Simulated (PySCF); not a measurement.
PySCF was given this input:
```python
from pyscf import gto, scf, dft, solvent

mol = gto.M(
    atom='''
Si    1.835360    0.319183   -0.150067
Cl    1.101424    0.503616    1.720090
S     0.235562   -0.211550   -1.483965
Ge   -1.489236   -0.297032   -0.098895
H     2.800904   -0.766910   -0.176245
H     2.354982    1.604970   -0.585158
H    -2.652093   -0.665366   -0.967298
H    -1.742074    1.034135    0.542839
H    -1.294401   -1.347059    0.953358
''',
    basis='6-31g',
    charge=0,
    spin=0,
    verbose=4,
)

mf = dft.RKS(mol)
mf.xc = 'pbe0'
mf.kernel()
```

### Question
What does this run give for the nuclear repulsion energy, Mulliken (on the basis functions themselves) charges in atom order, total energy, HOMO energy, dipole moment?

### Answer

| Quantity | Result |
|---|---|
| nuclear repulsion energy | 527.7345 Eh |
| Mulliken (on the basis functions themselves) charges in atom order | Si1 0.53, Cl2 -0.26, S3 -0.41, Ge4 0.34, H5 -0.05, H6 -0.05, H7 -0.03, H8 -0.03, H9 -0.03 |
| total energy | -3226.7777 Eh |
| HOMO energy | -7.40 eV |
| dipole moment | 0.65 D |
